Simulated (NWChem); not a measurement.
System: ZnH$_{2}$O; SMILES [ZnH][OH]

Here is an NWChem input.

```
start job
memory heap 200 mb stack 900 mb global 1100 mb
geometry units angstroms noautosym nocenter noautoz
  Zn    -0.231217     0.269502     0.000000
  H     -0.352479     1.784543     0.000000
  O     -0.234955    -1.513511     0.000000
  H      0.657029    -1.905152     0.000000
end
basis spherical
  * library def2-svp
end
dft
  xc b3lyp
  iterations 150
end
property
  response 1 0.0773
end
task dft property
```

Output (shortened):

```
             Northwest Computational Chemistry Package (NWChem) 7.3.0
             --------------------------------------------------------

                             Geometry "geometry" -> ""
                             -------------------------

 Output coordinates in angstroms (scale by  1.889725989 to convert to a.u.)

  No.       Tag          Charge          X              Y              Z
 ---- ---------------- ---------- -------------- -------------- --------------
    1 Zn                  30.0000    -0.23121700     0.26950200     0.00000000
    2 H                    1.0000    -0.35247900     1.78454300     0.00000000
    3 O                    8.0000    -0.23495500    -1.51351100     0.00000000
    4 H                    1.0000     0.65702900    -1.90515200     0.00000000

 Effective nuclear repulsion energy (a.u.)      94.1990067481

                              NWChem Property Module
                              ----------------------

                                 NWChem DFT Module
                                 -----------------

 Summary of "ao basis" -> "ao basis" (spherical)
 ------------------------------------------------------------------------------
       Tag                 Description            Shells   Functions and Types
 ---------------- ------------------------------  ------  ---------------------
 Zn                         def2-svp                11       31   5s3p2d1f
 H                          def2-svp                 3        5   2s1p
 O                          def2-svp                 6       14   3s2p1d

            General Information
            -------------------
          SCF calculation type: DFT
          Wavefunction type:  closed shell.
          No. of atoms     :     4
          No. of electrons :    40
           Alpha electrons :    20
            Beta electrons :    20
          Charge           :     0
          Spin multiplicity:     1
          Use of symmetry is: off; symmetry adaption is: off
          Maximum number of iterations: 150
          AO basis - number of functions:    55
                     number of shells:    23
          Convergence on energy requested:  1.00D-06
          Convergence on density requested:  1.00D-05
          Convergence on gradient requested:  5.00D-04

              XC Information
              --------------
                         B3LYP Method XC Potential
                     Hartree-Fock (Exact) Exchange  0.200
                        Slater Exchange Functional  0.800 local
                    Becke 1988 Exchange Functional  0.720 non-local
              Lee-Yang-Parr Correlation Functional  0.810
                  VWN I RPA Correlation Functional  0.190 local

             Grid Information
             ----------------
          Grid used for XC integration:  medium
          Radial quadrature: Mura-Knowles
          Angular quadrature: Lebedev.
          Tag              B.-S. Rad. Rad. Pts. Rad. Cut. Ang. Pts.
          ---              ---------- --------- --------- ---------
          Zn                  1.35      112           8.0       590
          H                   0.35       45          10.0       434
          O                   0.60       49           9.0       434
          Grid pruning is: on
          Number of quadrature shells:   251
          Spatial weights used:  Erf1

      Superposition of Atomic Density Guess
      -------------------------------------

 Sum of atomic energies:       -1853.25119181

      Non-variational initial energy
      ------------------------------

 Total energy =   -1853.486117
 1-e energy   =   -2775.595155
 2-e energy   =     827.910031
 HOMO         =      -0.415073
 LUMO         =      -0.002016

   convergence    iter        energy       DeltaE   RMS-Dens  Diis-err
 ---------------- ----- ----------------- --------- --------- ---------
 d= 0,ls=0.0,diis     1  -1855.4560588471 -1.95D+03  3.52D-02  6.93D-01
 d= 0,ls=0.0,diis     2  -1855.0953525344  3.61D-01  2.39D-02  4.11D+00
 d= 0,ls=0.0,diis     3  -1855.5466487613 -4.51D-01  2.24D-03  2.03D-02
 d= 0,ls=0.0,diis     4  -1855.5471526645 -5.04D-04  8.83D-04  1.61D-02
 d= 0,ls=0.0,diis     5  -1855.5481487027 -9.96D-04  1.36D-04  3.21D-04
  Resetting Diis
 d= 0,ls=0.0,diis     6  -1855.5481713422 -2.26D-05  2.93D-05  5.86D-06
 d= 0,ls=0.0,diis     7  -1855.5481718134 -4.71D-07  5.89D-06  2.04D-07

         Total DFT energy =    -1855.548171813387
      One electron energy =    -2774.676505811764
           Coulomb energy =      905.467010169652
    Exchange-Corr. energy =      -80.537682919395
 Nuclear repulsion energy =       94.199006748120

 Numeric. integr. density =       39.999996383364

                       DFT Final Molecular Orbital Analysis
                       ------------------------------------

 Vector   18  Occ=2.000000D+00  E=-3.307617D-01
              MO Center= -2.3D-01,  8.6D-01, -1.4D-09, r^2= 2.3D+00
   Bfn.  Coefficient  Atom+Function         Bfn.  Coefficient  Atom+Function
  ----- ------------  ---------------      ----- ------------  ---------------
     4      0.536087  1 Zn s                 32      0.329954  2 H  s
     3     -0.290859  1 Zn s                 33      0.201822  2 H  s
    40      0.161170  3 O  px                19      0.159092  1 Zn d  2
    13      0.142025  1 Zn py                39     -0.138760  3 O  s
    43      0.110964  3 O  px                17      0.098254  1 Zn d  0

 Vector   19  Occ=2.000000D+00  E=-2.882779D-01
              MO Center= -2.7D-01, -9.2D-01,  5.6D-09, r^2= 2.3D+00
   Bfn.  Coefficient  Atom+Function         Bfn.  Coefficient  Atom+Function
  ----- ------------  ---------------      ----- ------------  ---------------
    41      0.444318  3 O  py                44      0.311314  3 O  py
    40      0.303510  3 O  px                43      0.229504  3 O  px
    32     -0.209890  2 H  s                 13     -0.201947  1 Zn py
    39     -0.168237  3 O  s                 33     -0.150506  2 H  s
     4      0.133028  1 Zn s                 10      0.121330  1 Zn py

 Vector   20  Occ=2.000000D+00  E=-2.666552D-01
              MO Center= -2.2D-01, -1.4D+00, -3.0D-08, r^2= 8.4D-01
   Bfn.  Coefficient  Atom+Function         Bfn.  Coefficient  Atom+Function
  ----- ------------  ---------------      ----- ------------  ---------------
    42      0.607814  3 O  pz                45      0.475659  3 O  pz
    14      0.162062  1 Zn pz                16      0.150057  1 Zn d -1
    11     -0.061296  1 Zn pz                21      0.034066  1 Zn d -1
    55      0.028703  4 H  pz

 Vector   21  Occ=0.000000D+00  E=-8.605386D-03
              MO Center=  4.2D-02, -7.7D-02,  4.4D-08, r^2= 5.1D+00
   Bfn.  Coefficient  Atom+Function         Bfn.  Coefficient  Atom+Function
  ----- ------------  ---------------      ----- ------------  ---------------
     5      0.977195  1 Zn s                 33     -0.757311  2 H  s
    39     -0.419496  3 O  s                  4      0.293767  1 Zn s
    52      0.259470  4 H  s                 32     -0.225418  2 H  s
    19     -0.191549  1 Zn d  2              41     -0.164377  3 O  py
     3     -0.159919  1 Zn s                 38     -0.145364  3 O  s

 Vector   22  Occ=0.000000D+00  E= 5.019391D-02
              MO Center= -3.8D-01,  2.4D-01,  3.6D-09, r^2= 2.4D+00
   Bfn.  Coefficient  Atom+Function         Bfn.  Coefficient  Atom+Function
  ----- ------------  ---------------      ----- ------------  ---------------
    12      1.030628  1 Zn px                 9     -0.273045  1 Zn px
     5     -0.241532  1 Zn s                 39      0.115273  3 O  s
    51     -0.115547  4 H  s                 43     -0.114252  3 O  px
    33      0.111088  2 H  s                 40     -0.104110  3 O  px
     6      0.087295  1 Zn px                38      0.060517  3 O  s

 Vector   23  Occ=0.000000D+00  E= 5.916501D-02
              MO Center= -2.3D-01,  2.4D-01, -3.9D-08, r^2= 2.3D+00
   Bfn.  Coefficient  Atom+Function         Bfn.  Coefficient  Atom+Function
  ----- ------------  ---------------      ----- ------------  ---------------
    14      1.040181  1 Zn pz                11     -0.273601  1 Zn pz
    45     -0.198827  3 O  pz                42     -0.192137  3 O  pz
     8      0.087423  1 Zn pz                16     -0.042290  1 Zn d -1

     Multipole analysis of the density
     ---------------------------------

     L   x y z        total         alpha         beta         nuclear
     -   - - -        -----         -----         ----         -------
     0   0 0 0     -0.000000    -20.000000    -20.000000     40.000000

     1   1 0 0      0.563972      8.324282      8.324282    -16.084592
     1   0 1 0      0.296318      4.063328      4.063328     -7.830339
     1   0 0 1      0.000000      0.000000      0.000000      0.000000

     2   2 0 0    -13.647798    -11.468779    -11.468779      9.289761
     2   1 1 0     -2.170108      0.531391      0.531391     -3.232890
     2   1 0 1     -0.000000     -0.000000     -0.000000      0.000000
     2   0 2 0    -18.788824    -58.173119    -58.173119     97.557413
     2   0 1 1     -0.000000     -0.000000     -0.000000      0.000000
     2   0 0 2    -14.541563     -7.270781     -7.270781      0.000000

[...]

 DFT Linear Response polarizability / au
 Frequency  =       0.0773000 / au
 Wavelength =     589.4353558 / nm
              X              Y              Z
 -----------------------------------------------
 X      17.7696502     -2.1422812      0.0000000
 Y      -2.1422978     34.8104294     -0.0000002
 Z       0.0000000     -0.0000002     15.3251968
 -----------------------------------------------
 Eigenvalues =      17.5044603     35.0756194     15.3251968
 Isotropic   =      22.6350922
 Anisotropic =      18.7559859
 -----------------------------------------------

 Magnetic Dipole Response Matrix (nonzero elements):

 Exiting AOResponse driver routine
```

Level: B3LYP/def2-SVP. Geometry: optimised at PBE-D3(BJ)/def2-SVP.
